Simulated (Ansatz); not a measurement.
Program: Ansatz. Geometries: PBE0-D4/def2-TZVP. ΔE: electronic, gas phase. CCSD(T)/CBS adds triple-zeta CCSD(T) − MP2 to the extrapolated MP2 energy (def2 sets, frozen cores). This one scheme is used for every species. Functionals use def2-TZVPP. B3LYP here is the variant with VWN-RPA as its local correlation; programs differ in this. For Ge outer-core shells are correlated without core-valence functions, which leaves a few kJ/mol of doubt a bond. Scalar relativity is left out up to krypton. Each species was taken in one conformer, which may not be the lowest.

`C=[N][GeH3]` + `C[S][AlH2]` → `C[S][AlH][GeH3]` + `C=N`  (formal exchange of groups at a Ge–N bond)

```csv
level,ΔE (eV)
PBE-D4,-0.47
r2SCAN-D4,-0.40
B3LYP,-0.35
HF/def2-TZVPP,-0.21
SCS-MP2/def2-TZVPP,-0.25
MP2/def2-QZVPP,-0.30
SCS-MP2/def2-QZVPP,-0.26
MP2/CBS(def2),-0.31
```

**Question.** What does CCSD(T)/CBS give? (Estimate.)

**Answer.** The calculation gave: -0.38 eV. The listed levels differ from it by -0.09, -0.02, 0.03, 0.17, 0.13, 0.08, 0.12, 0.07 eV.

Largest T1 diagnostic among the species: 0.013.

In def2-TZVPP, CCSD(T) changes the Hartree–Fock value by −0.15 eV (the triples alone add −0.01 eV) and MP2 by −0.08 eV.
